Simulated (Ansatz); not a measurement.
Ansatz (a first-principles code) input:
A basis named .json is the Basis Set Exchange file of that set.

Ansatz 0.2 input:
```yaml
crystal:
  periodic: [false, false, false]
  atoms:
    - {symbol: Ge, position_ang: [0.20561840, 0.18195587, -0.21402856]}
    - {symbol: C, position_ang: [-0.93860242, -0.82525658, 0.96663904]}
    - {symbol: H, position_ang: [1.61218003, 0.35669680, 0.39971119]}
    - {symbol: H, position_ang: [0.35780422, -0.55646748, -1.55579574]}
    - {symbol: H, position_ang: [-0.38811164, 1.58131263, -0.45497256]}
    - {symbol: H, position_ang: [-1.53709267, -0.34655004, 1.73158840]}
    - {symbol: H, position_ang: [-0.99295420, -1.90604011, 0.92854846]}
basis:
  gaussian:
    orbitals: def2-QZVPPD.json
    fitting: {mean_field: def2-universal-jkfit, correlation: def2-QZVPPD-RIFIT.json}
total_charge: -1
magnetization: {spin_polarized: false}
correlation: {method: mp2, electrons: outside_noble_gas}
```

Q: Predict the final energy.

A: -2116.46543 Eh (RI-MP2/def2-QZVPPD). The basis has 323 functions.

This state (charge -1, singlet) is run at the relaxed geometry of the species with charge 0 and multiplicity 2.
